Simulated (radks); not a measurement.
Values are calculated unless marked as measured or tabulated.
Co II, 26 electrons, occupied as [Ar] 3d8. Level of theory: scalar-relativistic Kohn-Sham, r2SCAN, spin-polarised, spherical densities, finite nucleus; open shells are filled with parallel spins first; meta-GGA in the generalised Kohn-Sham scheme; Fermi nuclear charge, rms radius 3.7875 fm (a radial shooting solver on a logarithmic mesh with Libxc functionals).

Unscreened Slater integrals over Kohn-Sham orbitals (cm^-1). They are taken over the spin-up orbitals.

integral    value
F0(3d,3d)  187720
F2(3d,3d)   83900
F4(3d,3d)   51666
F0(3d,3p)  210740
F2(3d,3p)   97136
G1(3d,3p)  120400
G3(3d,3p)   72300
F0(3d,3s)  215650
G2(3d,3s)   90656
F0(3p,3p)  241340
F2(3p,3p)  120460
F0(3p,3s)  247650
G1(3p,3s)  163970
F0(3s,3s)  254560

Derived for the open shells (J is the average intra-shell exchange parameter used in DFT+U). 3d: Racah B = F2/49 - 5 F4/441 = 1126 cm^-1, C = 35 F4/441 = 4100 cm^-1, C/B = 3.64, F4/F2 = 0.616, J = (F2 + F4)/14 = 9683 cm^-1.
